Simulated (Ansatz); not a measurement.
Computed with Ansatz on PBE0-D4/def2-TZVP structures; ΔE is electronic, products minus reactants. CCSD(T)/CBS adds triple-zeta CCSD(T) − MP2 to the extrapolated MP2 energy (def2 sets, frozen cores). This one scheme is used for every species. Functionals use def2-TZVPP. B3LYP here is the variant with VWN-RPA as its local correlation; programs differ in this. For Ge outer-core shells are correlated without core-valence functions, which leaves a few kJ/mol of doubt a bond. Scalar relativity is left out up to krypton. One conformer a species, not always the lowest.

Consider the formal exchange of groups at the Si–C bond: `B[SiH]([GeH3])C#N` + `C=O` → `B[SiH]([GeH3])C=O` + `C#N`.

`B[SiH]([GeH3])C#N`:

Cartesian coordinates in Å:
```
B 0.428 -0.109 -1.964
Si 0.610 0.507 -0.080
Ge -0.487 -1.136 1.281
C -0.272 2.101 0.242
N -0.846 3.081 0.441
H 1.172 -0.948 -2.375
H -0.464 0.270 -2.658
H 2.001 0.689 0.405
H 0.236 -2.482 1.124
H -1.948 -1.286 0.838
H -0.431 -0.685 2.747
```

`C=O`:

Z-matrix (Å, degrees):
```
C
O 1 1.195
H 1 1.109 2 122.0
H 1 1.109 2 122.0 3 -180.0
```

`B[SiH]([GeH3])C=O`:

Z-matrix (Å, degrees):
```
Si
Ge 1 2.406
C 1 1.926 2 103.7
B 1 1.979 2 100.1 3 -117.0
H 1 1.485 2 109.4 3 117.5
H 2 1.537 1 109.5 3 47.8
H 2 1.536 1 111.2 3 168.0
H 2 1.537 1 109.1 3 -71.6
O 3 1.202 1 123.9 2 114.3
H 3 1.118 1 116.3 2 -65.4
H 4 1.194 1 121.7 2 -95.0
H 4 1.196 1 119.8 2 79.5
```

`C#N`:

Z-matrix (Å, degrees):
```
C
N 1 1.146
H 1 1.069 2 180.0
```

| level | ΔE (kJ/mol) | difference from CCSD(T)/CBS |
| --- | --- | --- |
| PBE-D4 | 42.0 | -13.7 |
| r2SCAN-D4 | 48.0 | -7.7 |
| PBE0-D4 | 51.3 | -4.4 |
| B2PLYP | 57.4 | 1.7 |
| PBE | 43.1 | -12.6 |
| r2SCAN | 48.3 | -7.4 |
| PBE0 | 52.3 | -3.4 |
| B3LYP | 54.7 | -1.0 |
| SCS-MP2/def2-TZVPP | 63.9 | 8.2 |
| CCSD/def2-TZVPP | 60.4 | 4.7 |
| CCSD(T)/def2-TZVPP | 57.6 | 1.9 |
| HF/def2-QZVPP | 73.4 | 17.7 |
| SCS-MP2/def2-QZVPP | 62.9 | 7.2 |
| HF/CBS(def2) | 73.5 | 17.8 |
| MP2/CBS(def2) | 59.8 | 4.1 |
| CCSD/CBS(def2) | 58.5 | 2.8 |
| CCSD(T)/CBS | 55.7 | 0 |

Largest T1 diagnostic among the species: 0.015.

In def2-TZVPP, CCSD(T) changes the Hartree–Fock value by −15.7 kJ/mol (the triples alone add −2.8 kJ/mol) and MP2 by −11.6 kJ/mol. From PBE to PBE0 (25 % exact exchange), in def2-TZVPP and without D4, ΔE moves by +9.1 kJ/mol.

CCSD(T)/CBS has its own doubt, a few kJ/mol and more with outer-core shells, so smaller differences from it don't rank the levels.
